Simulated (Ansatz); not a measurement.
This geometry of C2H7AlClN + H2 (14 atoms, charge 0, multiplicity 1) is a first-order saddle point.

The calculation used RKS PBE-D4/6-31G* in Ansatz.

```xyz
14
Properties=species:S:1:pos:R:3
Al -0.275 0.904 -0.643
N -0.212 0.374 1.189
C 0.022 -0.993 1.662
C 0.003 -0.416 -2.058
Cl -1.537 2.614 -0.902
H 0.949 1.147 0.697
H 1.349 1.600 -0.087
H -0.748 0.933 1.861
H -0.914 -1.578 1.748
H 0.675 -1.521 0.945
H 0.527 -1.006 2.645
H -0.918 -1.000 -2.234
H 0.269 0.072 -3.011
H 0.809 -1.130 -1.812
```

Problem. Which two structures does it join? (They come from a converged band through this point; their orientation in space is the band's.)

Solution. Bonds broken: H6–H7. Bonds formed: Al1–H7, N2–H6. C2H7AlClN + H2 becomes C2H9AlClN.

Image 0:

```xyz
14
Properties=species:S:1:pos:R:3
Al -0.827 0.599 -0.793
N -0.593 0.239 0.944
C 0.041 -0.926 1.553
C -0.208 -0.546 -2.253
Cl -1.852 2.431 -1.179
H 1.651 1.573 1.205
H 2.331 1.814 1.425
H -0.945 0.899 1.641
H -0.655 -1.492 2.203
H 0.386 -1.617 0.765
H 0.927 -0.653 2.160
H -1.060 -0.930 -2.842
H 0.436 0.021 -2.946
H 0.367 -1.413 -1.884
```

Image 10:

```xyz
14
Properties=species:S:1:pos:R:3
Al 0.351 1.000 -0.766
N -0.331 0.420 1.096
C 0.272 -0.833 1.622
C -0.199 -0.469 -1.966
Cl -0.871 2.809 -0.874
H -0.143 1.206 1.734
H 1.900 1.280 -0.416
H -1.357 0.339 1.053
H 0.029 -1.654 0.932
H 1.366 -0.707 1.644
H -0.091 -1.081 2.633
H -1.280 -0.692 -1.904
H 0.004 -0.208 -3.021
H 0.350 -1.409 -1.766
```

Problem. How far does it lie above each of them?

Solution. 0.69 eV above the first and 1.40 eV above the second. This is the barrier of this one path; another mechanism may lie lower. The orbitals stay closed-shell, which can raise the energy where a bond breaks towards radicals; this wasn't checked here.

Time of the run: 2 min on 2 threads of AMD EPYC 9R45 96-Core Processor (Zen 5), with other jobs on the host, peak memory 0.17 GiB.
